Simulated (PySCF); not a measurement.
## Core-level binding energies of `O=C([O-])/C(F)=C/C(F)F`

C4H2F3O2 (charge -1).
Z-matrix (Å and degrees, PBE0-D3(BJ)/def2-SVP geometry), rows numbered from 1:
```
O 
C   1  1.2377
O   2  1.2420  1  132.25
C   2  1.5501  1  114.56  3  -179.94
F   4  1.3411  2  116.08  1    -2.20
C   4  1.3402  2  124.84  1   177.52
C   6  1.4714  4  123.84  2  -179.93
F   7  1.3698  6  111.71  4  -123.13
F   7  1.3699  6  111.95  4   119.33
H   6  1.0914  4  115.85  2     0.23
H   7  1.1025  6  112.31  4    -1.90
```

Level of theory: delta-SCF UKS SCAN, pcX-2 on the ionised atom, pcseg-1 elsewhere, spin-free X2C in PySCF. Vertical ΔSCF values, vacuum level as zero.

**Question.** What binding energy does each computed site have?

**Answer.** 
```json
{"atom(s)": "F8/F9", "bonded to": "C", "level": "F 1s", "binding energy (eV)": "689.48", "above the level's lowest (eV)": "+0.44", "count": "2"}
{"atom(s)": "F5", "bonded to": "C", "level": "F 1s", "binding energy (eV)": "689.04", "above the level's lowest (eV)": "0.00", "count": "1"}
{"atom(s)": "O1/O3", "bonded to": "C", "level": "O 1s", "binding energy (eV)": "531.52", "above the level's lowest (eV)": "0.00", "count": "2"}
{"atom(s)": "C7", "bonded to": "2 F, C and H", "level": "C 1s", "binding energy (eV)": "291.96", "above the level's lowest (eV)": "+5.42", "count": "1"}
{"atom(s)": "C2", "bonded to": "2 O and C", "level": "C 1s", "binding energy (eV)": "288.87", "above the level's lowest (eV)": "+2.33", "count": "1"}
{"atom(s)": "C4", "bonded to": "F, C (double bond) and C", "level": "C 1s", "binding energy (eV)": "288.68", "above the level's lowest (eV)": "+2.14", "count": "1"}
{"atom(s)": "C6", "bonded to": "C (double bond), C and H", "level": "C 1s", "binding energy (eV)": "286.54", "above the level's lowest (eV)": "0.00", "count": "1"}
```

The listed C 1s values span 5.42 eV, from C6 (bonded to C (double bond), C and H) to C7 (bonded to 2 F, C and H). Summing the Pauling electronegativity differences to the bonded atoms, each weighted by its formal bond order, gives -0.35 for the lowest site and +2.51 for the highest; the largest sum, +2.67, belongs to C2, 3.09 eV below the top.

The listed F 1s values span 0.44 eV, from F5 (bonded to C) to F8/F9 (bonded to C). Summing the Pauling electronegativity differences to the bonded atoms, each weighted by its formal bond order, gives -1.43 for the lowest site and -1.43 for the highest; the sum is the same at every site.

**Question.** Which effective nuclear charge Zeff reproduces each element's mean 1s value in the hydrogen-like formula E = 13.606 eV × Zeff²?

**Answer.** C (Z = 6): mean 289.0 eV, Zeff = 4.61, Z − Zeff = 1.39; O (Z = 8): mean 531.5 eV, Zeff = 6.25, Z − Zeff = 1.75; F (Z = 9): mean 689.3 eV, Zeff = 7.12, Z − Zeff = 1.88. Means run over the listed sites, weighted by atom count.

**Question.** What is the longest wavelength that can ionise C 1s of C4 vertically?

**Answer.** λ = hc/E = 12398.42 eV Å / 288.68 eV = 42.949 Å.

One atom of each set of topologically equivalent atoms was ionised and stands for the set; in this conformer not all members are related by symmetry, and their own values weren't computed. The unrestricted hole states depart most from a pure doublet (⟨S²⟩ = 0.75; over 0.85 named) for C 1s of C4 (0.87), which makes this value less certain. The species carries charge -1, so core ionisation leaves a neutral species. The basis sets have no added diffuse functions. Isolated species at its PBE0-D3(BJ)/def2-SVP geometry (one conformer only).

Time: 54 s. Hardware: an Arm Neoverse V2 with one thread, no GPU, shared host.
